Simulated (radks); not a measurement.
Values are calculated unless marked as measured or tabulated.
Species: neutral ytterbium. Configuration: [Xe] 4f14 6s2.

Code: a radial shooting solver on a logarithmic mesh with Libxc functionals. Model: scalar-relativistic Kohn-Sham, PBE, spin-unpolarised, spherical densities, point nucleus.

Energy parts (hartree):
| part | energy |
|---|---|
| total | -14059.8048 |
| kinetic | 15324.1400 |
| electron-nucleus | -34612.2978 |
| Hartree | 5521.1272 |
| exchange-correlation | -292.7742 |

Orbitals (lengths in bohr, moments of r in powers of bohr):
| orbital | occ. | eigenvalue (hartree) | <1/r> | <r^2> | <r^4> |
|---|---|---|---|---|---|
| 1s | 2 | -2250.743 | 80.67 | 0.0005297 | 7.550e-07 |
| 2s | 2 | -381.3280 | 18.80 | 0.008209 | 0.0001161 |
| 2p | 6 | -336.0446 | 17.26 | 0.006714 | 0.00008918 |
| 3s | 2 | -85.95092 | 6.947 | 0.05367 | 0.004341 |
| 3p | 6 | -72.30306 | 6.465 | 0.05419 | 0.004611 |
| 3d | 10 | -55.69982 | 6.123 | 0.04510 | 0.003595 |
| 4s | 2 | -16.90936 | 2.935 | 0.2688 | 0.1051 |
| 4p | 6 | -12.43072 | 2.678 | 0.3057 | 0.1401 |
| 4d | 10 | -6.53908 | 2.367 | 0.3644 | 0.2175 |
| 5s | 2 | -2.01859 | 1.097 | 1.647 | 4.091 |
| 5p | 6 | -1.00788 | 0.8995 | 2.407 | 9.369 |
| 6s | 2 | -0.14407 | 0.3191 | 17.63 | 507.8 |
| 4f | 14 | -0.11089 | 1.729 | 0.8885 | 3.562 |

The highest occupied level is 4f at -3.018 eV. The density falls to 0.001 e/bohr^3 at r = 5.05 bohr. Summed over all electrons, <r^2> = 72.40 bohr^2, which gives a Langevin (diamagnetic) susceptibility term of -57.3 x 10^-6 cm^3/mol.
